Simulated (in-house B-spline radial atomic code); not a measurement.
Ionising neutral iron with different functionals

Computed with a B-spline radial code for spherical atoms: four-component Dirac-Coulomb Hamiltonian, Fermi nucleus of rms radius 3.7377 fm, spin-restricted, spherical fractional occupations for the functionals, and exact exchange of hybrids averaged over the configuration. The ionisation energy is the difference of two self-consistent energies, [Ar] 3d6 4s2 → [Ar] 3d6 4s1, without Breit or QED terms; ε is the level of the shell that loses the electron (mean over j).

| method | rung | ΔSCF (eV) | -ε(4s) (eV) |
| --- | --- | --- | --- |
| B3LYP | global hybrid | ? | ? |
| PBE0 | global hybrid | 8.39 | 5.95 |
| wB97X | range-separated hybrid | ? | ? |
| LC-wPBE | range-separated hybrid | 8.21 | 8.10 |

**Question.** What does wB97X give?

**Answer.** ΔSCF 8.40 eV, and -ε(4s) = 8.01 eV.

**Question.** What does B3LYP give?

**Answer.** ΔSCF 8.61 eV, and -ε(4s) = 5.89 eV.

**Question.** Among the functionals, which spreads more, the ΔSCF values or the orbital energies?

**Answer.** The orbital energies: ΔSCF values span about 0.40 eV and the orbital energies 2.21 eV; here energy differences depend much less on the functional than eigenvalues do.

**Question.** How do they compare with the NIST value?

**Answer.** NIST lists 7.902 eV (measured, ground level to ground level). Errors run from +0.30 to +0.70 eV; LC-wPBE is closest (+0.30 eV), but part of that can be cancellation, since the calculations leave out Breit-QED terms, spin polarisation, the choice among j levels, multiplet and fine-structure energies.
